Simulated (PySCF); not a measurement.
## Scandium: a sound run and one with changed settings

Sound run: Sc⁺ [Ar] 3d1 4s1, Sc²⁺ [Ar] 3d1. All numbers are calculated (PySCF 2.14, the non-relativistic Hamiltonian (point nucleus), in pcseg-2 (6s4p3d2f1g, 56 functions)). The sound run starts from symmetry-adapted Hartree-Fock orbitals and uses a fine grid where one is needed.

Changed run: initial guess 1e, at most 50 SCF cycles.

```csv
species,method,sound run (hartree),changed run (hartree),converged
Sc⁺,UHF,-759.52787,-759.49776,yes
Sc⁺,LDA,-758.43694,-758.44312,yes
Sc⁺,M06-L,-760.32932,-760.34797,yes
Sc²⁺,UHF,-759.08086,-759.08086,yes
Sc²⁺,LDA,-757.95164,-757.95164,yes
Sc²⁺,M06-L,-759.88652,-759.88652,yes
```

The plain start fixes occupations by D2h representation alone, and Sc⁺ at UHF, Sc⁺ at LDA, Sc⁺ at M06-L landed in another state (other ⟨L²⟩ or ⟨S²⟩).
